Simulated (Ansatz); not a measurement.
System: C2H5F, charge 0, singlet. C2H5F (fluoroethane, SMILES CCF).
B3LYP-D3(BJ)/def2-TZVP minimum from Ansatz (an electronic-structure program):
```xyz
8

C      1.1749    -0.1488     0.2623
C     -0.3123    -0.4021     0.2278
F     -0.9475     0.5899    -0.5283
H      1.6692    -0.9237     0.8528
H      1.5927    -0.1644    -0.7450
H      1.3912     0.8196     0.7152
H     -0.7514    -0.3742     1.2278
H     -0.5492    -1.3616    -0.2375
```

Hartree-Fock and CCSD correlation energies in hartree (Ansatz). UHF or UKS for unpaired electrons; spin-orbit terms are left out. Correlated methods leave the cores frozen. No relativity.

```json
[
 {"basis": "cc-pVTZ", "X": "3", "E(HF)": "-178.14915", "E(corr, CCSD)": "-0.63389"},
 {"basis": "cc-pVQZ", "X": "4", "E(HF)": "-178.16297", "E(corr, CCSD)": "-0.67422"},
 {"basis": "cc-pV5Z", "X": "5", "E(HF)": "-178.16667", "E(corr, CCSD)": "withheld"}
]
```

**Question.** Fit E(corr) = E∞ + A/X³ to X = 3 and 4, predict X = 5, and compare with the run.

**Answer.** A = (-0.63389 - (-0.67422))/(1/27 - 1/64) = 1.8835; E∞ = -0.67422 - A/64 = -0.70365; at X = 5, E∞ + A/125 = -0.68858. The run gave -0.68810, 0.48 mEh above the prediction. The same form on X = 4 and 5 gives E∞ = -0.70266, 0.99 mEh above the first estimate.
